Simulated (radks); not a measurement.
Results of a calculation; reference values are marked as such.
Species: Rh39+. Configuration: [He] 2s2 2p2. Code: a radial shooting solver on a logarithmic mesh with Libxc functionals. Model: scalar-relativistic Kohn-Sham, LB94 model potential, spin-polarised, spherical densities, finite nucleus; open shells are filled with parallel spins first (spin-orbit coupling, left out, can overturn this in heavy ions); Fermi nuclear charge, rms radius 4.4945 fm. Some entries of the table are withheld. Estimate them.

orbital  occ.  eigenvalue (Ry)  r(max) (bohr)
1s down     1        -1937.439        0.02115
1s up       1        -1936.747        0.02115
2s up       1        -447.8615         0.1161
2s down     1        -444.7054         0.1163
2p up       2              (1)        0.09162
2p down     0              (2)        0.09146
3s up       0        -191.6845         0.3005
3s down     0        -190.7717         0.3016
3p up       0              (3)         0.2838
3p down     0              (4)         0.2847

Answer. 
(1) 2p up eigenvalue (Ry): -428.9667
(2) 2p down eigenvalue (Ry): -425.9979
(3) 3p up eigenvalue (Ry): -186.0699
(4) 3p down eigenvalue (Ry): -185.2362
